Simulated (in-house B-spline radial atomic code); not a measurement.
# Li+: 1s1 5d1 (an excited or competing configuration)

Method: Dirac-Hartree-Fock, average of configuration, Fermi nucleus of rms radius 2.444 fm. Calculated with an all-electron radial atomic-structure program (B-spline basis).

Z_r = [3n² - l(l+1)]/(2<r>); Z_e = n√(-2ε); the last column is Slater's effective charge. Values are occupation-weighted means over j.

```
shell  electrons   ε (eV)  <r> (bohr)   Z_r   Z_e  Slater
   1s          1  -120.29      0.4999  3.00  2.97    3.00
   5d          1  -2.1776       17.24  2.00  2.00    2.00
```

The least bound orbital is 5d5/2 at -2.178 eV, and it is also the most diffuse (<r> = 17.24 bohr).

Spin-orbit splittings of the orbital energies (j = l + 1/2 above j = l - 1/2 when positive): 5d 1.558e-05 eV.

For the 1s electron the small component carries 0.012 % of the norm, the zero-frequency Breit interaction raises the level by 3.031e-07 eV, self-energy by 0.002046 eV, and vacuum polarisation lowers it by 7.095e-05 eV.
